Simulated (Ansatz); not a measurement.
A run for Ansatz (a first-principles code): R-CCSD(T)/cc-pV(D+d)Z on C2H6OSi (SMILES CO[Si]C), a point of a torsion scan. Files ending in .json are basis or fitting sets from the Basis Set Exchange.

Ansatz 0.2 input:
```yaml
crystal:
  periodic: [false, false, false]
  atoms:
    - {symbol: C, position_ang: [1.83935190, -0.26677311, -0.05099503]}
    - {symbol: O, position_ang: [0.59824025, 0.34691882, -0.07738073]}
    - {symbol: Si, position_ang: [-0.26109908, 1.01696774, 1.16183623]}
    - {symbol: C, position_ang: [-1.75120288, 1.55077980, 0.08906769]}
    - {symbol: H, position_ang: [2.61869576, 0.43733724, 0.25651517]}
    - {symbol: H, position_ang: [2.06570882, -0.62893170, -1.05582542]}
    - {symbol: H, position_ang: [1.84662873, -1.11357415, 0.64210478]}
    - {symbol: H, position_ang: [-1.61815481, 1.32041421, -0.96813232]}
    - {symbol: H, position_ang: [-1.92387281, 2.62177636, 0.18382765]}
    - {symbol: H, position_ang: [-2.66114524, 1.05937977, 0.43048209]}
basis:
  gaussian:
    orbitals: cc-pV_D+d_Z.json
magnetization: {spin_polarized: false}
correlation: {method: ccsd_t, electrons: outside_noble_gas}
scf: {lower_state_search: off}
```

Question: Predict the final total energy.

Answer: -443.6459 hartree (reference determinant -443.0233, T1 diagnostic 0.015).

Question: How many basis functions does it have, and what does it roughly cost on one machine?

Answer: 95 functions; about 10 core-seconds (a rough figure).
